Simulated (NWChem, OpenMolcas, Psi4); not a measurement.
## SnF4 (SMILES [F][Sn]([F])([F])[F]): methods side by side

The species is SnF4 (5 atoms), meant as a singlet with charge 0. As SMILES, `[F][Sn]([F])([F])[F]`. The coordinates come from a PBE0-D4/def2-TZVP relaxation.

```xyz
5

F     0.1303   -0.8714    1.6567
Sn    0.0099   -0.0147   -0.0083
F    -1.2854    1.3400    0.0781
F    -0.4776   -1.2638   -1.3208
F     1.6725    0.7362   -0.4472
```

Quantity: the HOMO–LUMO gap, in eV. The values are calculated.

```json
{"level": "HF/def2-SVP (core potential)", "kind": "Hartree–Fock", "program": "OpenMolcas", "value (eV)": "18.11", "CPU time": "12 s"}
{"level": "BLYP/def2-SVP (core potential)", "kind": "GGA", "program": "OpenMolcas", "value (eV)": "5.40", "CPU time": "26 s"}
{"level": "BP86/def2-SVP (density fitting, core potential)", "kind": "GGA", "program": "Psi4", "value (eV)": "5.48", "CPU time": "5.6 s"}
{"level": "revPBE/def2-SVP (core potential)", "kind": "GGA", "program": "OpenMolcas", "value (eV)": "5.52", "CPU time": "28 s"}
{"level": "TPSS/def2-SVP (core potential)", "kind": "meta-GGA", "program": "OpenMolcas", "value (eV)": "5.77", "CPU time": "33 s"}
{"level": "r2SCAN/def2-SVP (core potential)", "kind": "meta-GGA", "program": "OpenMolcas", "value (eV)": "6.27", "CPU time": "31 s"}
{"level": "B3LYP/def2-SVP (core potential)", "kind": "global hybrid", "program": "NWChem", "value (eV)": "7.94", "CPU time": "32 s"}
{"level": "B2PLYP/def2-SVP (core potential)", "kind": "double hybrid", "program": "NWChem", "value (eV)": "12.17", "CPU time": "42 s"}
```

The values span 5.40 to 18.11 eV. Orbital gaps aren't excitation energies, and those of double hybrids come from the SCF part alone; they tend to grow with the share of exact exchange. Times are those of the runs behind each value, whatever else they computed, on shared processors of several kinds: orders of magnitude only.
